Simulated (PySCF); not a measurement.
**Fine-structure interval of Sn⁴⁵⁺ by level of theory**

Sn⁴⁵⁺ [He] 2s2 2p1 [2p1/2^1, M_J = 1/2] → Sn⁴⁵⁺ [He] 2s2 2p1 [2p3/2^1, M_J = 3/2], as a difference of total energies. Computed with PySCF 2.14 in an uncontracted even-tempered set (17 s from 24 bohr⁻², ratio 2.4; 12 p from 31 bohr⁻², ratio 2.4; 5 d from 100 bohr⁻², ratio 2.6; 4 f from 150 bohr⁻², ratio 2.6), with the two-component X2C-1e Hamiltonian. Correlated levels: nothing frozen; the 32 highest virtual spinors dropped. "Screened" scales the spin-orbit matrix elements by Boettger's factors to mimic the two-electron term; Breit and QED terms are absent.

```
                    method  fine-structure interval (cm⁻¹)
 GHF (screened spin-orbit)                         2104500
GMP2 (screened spin-orbit)                         2095900
     GHF (bare spin-orbit)                         2196100
```
